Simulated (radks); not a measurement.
The numbers below are computed, except where a source is named.
Species: Fe3+. Configuration: [Ar] 3d4 5d1 (not the ground configuration).

Code: a radial shooting solver on a logarithmic mesh with Libxc functionals. Model: scalar-relativistic Kohn-Sham, PBE, spin-unpolarised, spherical densities, finite nucleus; Fermi nuclear charge, rms radius 3.7377 fm.

Energy parts (eV):
part                      energy
total                 -34525.186
kinetic                34941.962
electron-nucleus      -81366.104
Hartree                13366.977
exchange-correlation   -1468.022

Orbitals (lengths in bohr, moments of r in powers of bohr; r(90%) holds 90 % of the orbital's charge):
| orbital | occ. | eigenvalue (eV) | <1/r> | r(90%) | <r^2> |
|---|---|---|---|---|---|
| 1s | 2 | -7053.895 | 25.98 | 0.104 | 0.004596 |
| 2s | 2 | -875.6951 | 5.559 | 0.414 | 0.08410 |
| 2p | 6 | -754.3493 | 5.453 | 0.386 | 0.06816 |
| 3s | 2 | -146.7773 | 1.780 | 1.18 | 0.7272 |
| 3p | 6 | -112.2758 | 1.652 | 1.27 | 0.8059 |
| 3d | 4 | -57.7453 | 1.378 | 1.52 | 1.055 |
| 5d | 1 | -10.8928 | 0.2333 | 8.43 | 40.36 |

The highest occupied level is 5d at -10.893 eV. Summed over all electrons, <r^2> = 51.46 bohr^2, which gives a Langevin (diamagnetic) susceptibility term of -40.8 x 10^-6 cm^3/mol. The electron density at the nucleus is 1.521e+04 e/bohr^3 (large components only). The density falls to 0.001 e/bohr^3 at r = 2.79 bohr.
